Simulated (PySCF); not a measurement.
From r²SCAN to CCSD(T): MS along the second period

r²SCAN and CCSD(T) in PySCF with x2c-TZVPPall on every atom, spin-free X2C, for the lowest determinant that a PBE0 search found; no spin–orbit coupling.

| molecule | state (unpaired electrons) | r²SCAN Re (Å) | r²SCAN ωe (cm⁻¹) | r²SCAN De (eV) | CCSD(T) Re (Å) | CCSD(T) ωe (cm⁻¹) | CCSD(T) De (eV) |
| --- | --- | --- | --- | --- | --- | --- | --- |
| LiS | doublet (π ↑) | 2.158 | 580 | 3.20 | 2.157 | 584 | 2.96 |
| BeS | singlet (closed shell) | 1.748 | 1008 | 3.64 | 1.768 | 959 | 2.82 |
| BS | doublet (σ ↑) | 1.612 | 1193 | 6.20 | 1.620 | 1172 | 5.57 |
| CS | singlet (closed shell) | 1.536 | 1302 | 7.32 | 1.543 | 1278 | 7.12 |
| SN | doublet (π ↑) | 1.494 | 1252 | 4.88 | 1.504 | 1212 | 4.49 |
| SO | triplet (π ↑↑) | 1.490 | 1155 | 5.72 | ? | ? | ? |
| SF | doublet (π ↑) | 1.607 | 835 | 3.73 | 1.606 | 836 | 3.37 |

Q: Estimate the CCSD(T) values of SO by adding the mean shift from r²SCAN to CCSD(T) of the other rows, and compare with the calculation.

A: The mean shifts are +0.7 pm, -22 cm⁻¹ and -0.44 eV, which give 1.497 Å, 1134 cm⁻¹ and 5.28 eV. CCSD(T)/x2c-TZVPPall gives Re = 1.493 Å, ωe = 1144 cm⁻¹, De = 5.07 eV.

Q: What are the mean differences of r²SCAN from CCSD(T) over the whole series?

A: Re -0.7 pm, ωe +20 cm⁻¹, De +0.47 eV.

In a basis of this size CCSD(T) is itself not converged; it tends to give bonds that are too long and too weak.

Correlated steps freeze the inner cores (5 to 6 orbitals); shallow outer-core shells are correlated. UHF and ROHF references stand side by side, which adds small steps between rows. Where the molecule has an RHF reference, its open-shell atoms are computed with UHF. The CCSD T1 diagnostic is raised in BeS, CS, a sign that a single reference may not be enough there. States were picked by a PBE0 search and need not be the measured ground states.
